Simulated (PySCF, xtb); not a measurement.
GaHBr₂, SMILES [Br][GaH][Br].

Harmonic wavenumbers (cm⁻¹) from GFN2-xTB (xtb 6.7.1) at its own minimum, in rising order: 75, 257, 313, 328, 505, 1684.

Q: What does PySCF with PBE0-D3(BJ)/def2-SVP give at its own minimum? (An estimate is asked for; the answer gives what the named calculation found.)

A: 93, 287, 341, 424, 599, 2049. Paired by order, the mean absolute difference is 105 cm⁻¹ and the zero-point energies are 4.5 and 5.4 kcal/mol.
